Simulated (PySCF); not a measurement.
Compound: C₆H₉BO₃.
Z-matrix (Å and degrees, PBE0-D3(BJ)/def2-SVP geometry), rows numbered from 1:
```
C 
O   1  1.3971
B   2  1.3631  1  124.59
O   3  1.3601  2  117.35  1   179.64
C   4  1.4029  3  121.28  2    -0.47
C   3  1.5587  2  126.72  1    -0.36
C   6  1.4424  3  123.86  2  -178.48
C   7  1.3579  6  106.92  3  -179.72
O   8  1.3532  7  110.11  6    -0.02
C   9  1.3429  8  107.32  7     0.01
H   1  1.1034  2  111.83  3    59.54
H   1  1.1038  2  111.78  3   -62.40
H   1  1.0997  2  108.46  3   178.66
H   5  1.1021  4  111.79  3   -53.47
H   5  1.1028  4  111.51  3    67.13
H   5  1.0995  4  108.22  3  -173.42
H   7  1.0874  6  125.73  3     0.23
H   8  1.0869  7  133.87  6  -179.94
H  10  1.0863  6  133.42  3    -0.08
```

Computed at PBE0/pcSseg-1 (PySCF, non-relativistic), with Q(17O) = −0.0256 b, Q(11B) = 0.04059 b: O2, 17O (I = 5/2): χzz = -9.908 MHz, η = 0.068; B3, 11B (I = 3/2): χzz = 2.961 MHz, η = 0.356; O4, 17O (I = 5/2): χzz = -9.709 MHz, η = 0.076; O9, 17O (I = 5/2): χzz = -8.515 MHz, η = 0.062.

**Question.** Find the zero-field quadrupole resonance frequencies of 17O at O2.

**Answer.** From the eigenvalues of H = χ/[4I(2I − 1)] × [3Iz² − I(I + 1) + η(Ix² − Iy²)], steps between neighbouring levels, labelled as for η = 0: ±1/2↔±3/2 1.494 MHz, ±3/2↔±5/2 2.970 MHz (boron-bound oxygen).

**Question.** Find the zero-field quadrupole resonance frequencies of 11B at B3.

**Answer.** From ν = (|χ|/2)√(1 + η²/3): ν = 1.512 MHz (three-coordinate boron).

**Question.** Where would the pure quadrupole (NQR) lines of 17O at O4 fall for the rigid, isolated species?

**Answer.** From the eigenvalues of H = χ/[4I(2I − 1)] × [3Iz² − I(I + 1) + η(Ix² − Iy²)], steps between neighbouring levels, labelled as for η = 0: ±1/2↔±3/2 1.465 MHz, ±3/2↔±5/2 2.909 MHz (boron-bound oxygen).

**Question.** Where would the pure quadrupole (NQR) lines of 17O at O9 fall for the rigid, isolated species?

**Answer.** From the eigenvalues of H = χ/[4I(2I − 1)] × [3Iz² − I(I + 1) + η(Ix² − Iy²)], steps between neighbouring levels, labelled as for η = 0: ±1/2↔±3/2 1.283 MHz, ±3/2↔±5/2 2.553 MHz (furan-type oxygen).

In a crystal, neighbours and librations shift these lines. These gradients aren't converged with respect to the basis.

One conformer stands for the species.
